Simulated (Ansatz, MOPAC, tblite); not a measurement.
# How methods differ on C2HF3O2 (trifluoroacetic acid)

The runs start from one conformer, not always the lowest.

C2HF3O2, singlet, SMILES `O=C(O)C(F)(F)F`. Each level relaxes the structure for itself.

Each level gives the zero-point energy at each level's own minimum (kJ/mol). The values are calculated.

| level | kind | program | value (kJ/mol) |
| --- | --- | --- | --- |
| AM1 | semi-empirical | MOPAC | 106.6 |
| PM3 | semi-empirical | MOPAC | 107.1 |
| PM6-D3H4 | semi-empirical | MOPAC | 92.3 |
| GFN1-xTB | semi-empirical | tblite | 96.6 |
| HF/STO-3G | Hartree–Fock | Ansatz | 112.9 |
| HF/3-21G | Hartree–Fock | Ansatz | 109.8 |
| HF/6-31G* (Cartesian functions) | Hartree–Fock | Ansatz | 113.7 |
| PBE/def2-SVP | GGA | Ansatz | 100.1 |
| B3LYP/6-31G* (Cartesian functions) | global hybrid | Ansatz | 102.6 |
| PBE0-D4/def2-TZVP | global hybrid | Ansatz | 103.7 |

Harmonic and unscaled. The values span 92.3 to 113.7 kJ/mol.
